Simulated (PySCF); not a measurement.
H2O, charge +1, doublet, geometry from GFN2-xTB (a state made from the parent by changing its charge; the spin is typed, not shown lowest). Base run: M062X/def2-SVP run with PySCF.

Input for PySCF:
```python
from pyscf import gto, scf, dft

mol = gto.Mole()
mol.atom = '''
    O     0.00838048    0.00164066    0.09925610
    H    -0.05320696    0.86638286   -0.40979171
    H    -0.01383690   -0.87950812   -0.38425707
'''
mol.basis = 'def2-svp'
mol.charge = 1
mol.spin = 1
mol.verbose = 5
mol.build()

mf = dft.UKS(mol)
mf.xc = 'm062x'
mf.kernel()
mf.analyze()
```

The base run was repeated with changes; each row names its change, and settings that it needs were set with it.

| change | ΔE vs base (µEh) | grid points | electrons on the grid |
|---|---|---|---|
| base | 0.0 | 33704 | 9.00000 |
| grids.atom_grid = (150, 974) | 6.0 | 243784 | 9.00000 |
| small_rho_cutoff = 0 | 0.0 | 33704 | 9.00000 |
| grids.atom_grid = (99, 590) | 6.5 | 97584 | 9.00000 |
| grids.level = 5 | 3.7 | 90064 | 9.00000 |
| grids.prune = dft.gen_grid.sg1_prune | 52.4 | 15032 | 9.00000 |
| grids.radi_method = gauss_chebyshev | 1.0 | 33272 | 9.00000 |
| grids.level = 1 | -56.1 | 10128 | 9.00002 |
| grids.level = 4 | 5.8 | 59680 | 9.00000 |
| grids.atom_grid = (50, 194) | 35.7 | 19776 | 9.00000 |
| grids.prune = off | -1.4 | 52856 | 9.00000 |

Open shells are given as the SCF converged; they aren't shown to be the lowest states, and a large step between rows can be another state.
